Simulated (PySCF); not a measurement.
**Re: ionisation energy**

Re [Xe] 4f14 5d5 6s2 (6S) → Re+ [Xe] 4f14 5d5 6s1 (7S), as a difference of total energies. Calculation: PySCF 2.14, in def2-TZVPPD with the def2 core potential (60 electrons) (6s5p3d2f1g, 59 functions); scalar relativity through the core potential. Correlated levels: valence: 5s2 5p6 frozen; valence and next inner shell: nothing frozen outside the core potential. The calculations carry no spin-orbit coupling.

```tsv
method	ionisation energy (eV)	error (eV)
UHF	5.902	-1.932
LDA	8.027	+0.193
PBE	7.539	-0.295
PBE0	7.329	-0.505
r2SCAN	7.098	-0.736
LC-wPBE	7.121	-0.713
M06-L	8.011	+0.177
TPSS	7.389	-0.445
PW91	7.593	-0.241
MP2 (valence)	7.241	-0.593
SCS-MP2 (valence)	7.516	-0.318
MP2 (valence and next inner shell)	7.464	-0.370
SCS-MP2 (valence and next inner shell)	7.604	-0.230
```

Reference: 7.834 eV (measured; NIST Atomic Spectra Database, ionization energies).

Errors of the correlated levels include the incompleteness of this basis and the frozen core.

MP2 underrates the near-degeneracy of ns² with np² in the lower species.
